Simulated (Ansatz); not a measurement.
Results of the Gaussian-basis code of Ansatz.

A structure relaxed at PBE0-D4/def2-TZVP, charge 0, multiplicity 1:

```xyz
10

F    -0.985   -1.988    0.393
Si   -0.496   -0.549   -0.100
Si    1.805   -0.320    0.131
C    -1.684    0.836    0.071
S    -1.449    0.329   -1.720
H     2.235   -0.710    1.499
H     2.126    1.108   -0.115
H     2.489   -1.178   -0.869
H    -2.684    0.622    0.436
H    -1.356    1.851    0.274
```

(1) Give its formula and SMILES.

(2) Summarise the bond lengths by kind.

## Answers

(1) CH5FSSi2, `F[Si]1([SiH3])CS1`.

(2) 1 × F–Si 1.597 Å; 1 × Si–Si 2.323 Å; 1 × C–Si 1.833 Å; 1 × S–Si 2.075 Å; 3 × H–Si 1.484 to 1.486 Å; 1 × C–S 1.876 Å; 2 × C–H 1.086 to 1.087 Å.
